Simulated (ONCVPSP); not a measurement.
# cobalt (Co): ONCV pseudisation with LDA (Perdew-Wang 92), scalar-relativistic reference atom.

cobalt (Co), optimised norm-conserving Vanderbilt (ONCV), made with ONCVPSP 4.0.1 (LDA (Perdew-Wang 92), scalar-relativistic). Core [Ne], reference 3s2 3p6 3d7 4s1.5 4p0.5. Waves: 3s+4s: rc 1.25 bohr, ncon 4, nbas 9, qcut 9.1 1/bohr, 2 projectors; 3p+4p: rc 1.65 bohr, ncon 4, nbas 9, qcut 6.7 1/bohr, 2 projectors; 3d: rc 1.65 bohr, ncon 4, nbas 9, qcut 8.8 1/bohr, 2 projectors, debl 1.2 Ha. Local part: polynomial inside 1.05 bohr (lpopt 5, dvloc0 4 Ha). Core correction: polynomial model core, fcfact 0.35.

Calculated quality:

- Cutoffs needed: 33 Ha and 70 Ha (the cutoffs (Ha) at which the residual kinetic energy of the hardest occupied pseudo-wave falls to 1 and 0.1 mHa per electron)
- Ghost test: no bound ghost flagged; no localised positive-energy state flagged
- Largest excitation error: +39 meV (all-electron minus pseudo) for 3s2 3p6 3d8 4s1 4p0, out of 4 test configurations
- rms error of d²Exc/dni dnj: 2.72 mHa without and 1.09 mHa with the model core

Generation and tests took about 4.5 s on one core of a shared server CPU.
